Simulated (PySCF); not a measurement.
H₃IMgSi, SMILES [SiH3][Mg][I].

The structure is a stationary point at PBE-D3(BJ)/def2-SVP. The def2 effective core potentials stand for the cores of I; spin–orbit coupling is left out.

Method: TDA-PBE0/def2-SVPD (PySCF).

Vertical excitations; the highest root listed may be one member of a degenerate set. Gas-phase values at a fixed geometry. State labels are in the subgroup Cs.

| state | symmetry | energy (eV) | λ (nm) | f | main pairs |
|---|---|---|---|---|---|
| S1 | A" | 4.96 | 250 | 0.017 | HOMO−1→LUMO (degenerate set) |
| S2 | A' | 4.96 | 250 | 0.017 | HOMO−2→LUMO (degenerate set) |
| S3 | A' | 5.20 | 239 | 0.000 | HOMO−1→LUMO+1, HOMO−2→LUMO+2 (degenerate set) |
| S4 | A" | 5.20 | 239 | 0.000 | HOMO−1→LUMO+2, HOMO−2→LUMO+1 (degenerate set) |
| S5 | A" | 5.20 | 238 | 0.000 | HOMO−2→LUMO+1 49 %, HOMO−1→LUMO+2 49 % |
| S6 | A' | 5.26 | 236 | 0.087 | HOMO→LUMO+2 (degenerate set) |
| S7 | A" | 5.26 | 236 | 0.087 | HOMO→LUMO+1 (degenerate set) |
| S8 | A' | 5.36 | 231 | 0.150 | HOMO→LUMO 48 %, HOMO−2→LUMO+2 24 %, HOMO−1→LUMO+1 24 % |
| S9 | A' | 5.80 | 214 | 0.939 | HOMO→LUMO 47 %, HOMO−2→LUMO+2 21 %, HOMO−1→LUMO+1 21 % |
| S10 | A' | 6.82 | 182 | 0.055 | HOMO−3→LUMO+2 90 % |
| T1 | A' | 4.30 | 288 | 0 | HOMO→LUMO 97 % |
| T2 | A" | 4.32 | 287 | 0 | HOMO→LUMO+1 (degenerate set) |
| T3 | A' | 4.32 | 287 | 0 | HOMO→LUMO+2 (degenerate set) |
| T4 | A" | 4.72 | 263 | 0 | HOMO−1→LUMO 97 % |
Triplets are in the Tamm–Dancoff approximation.
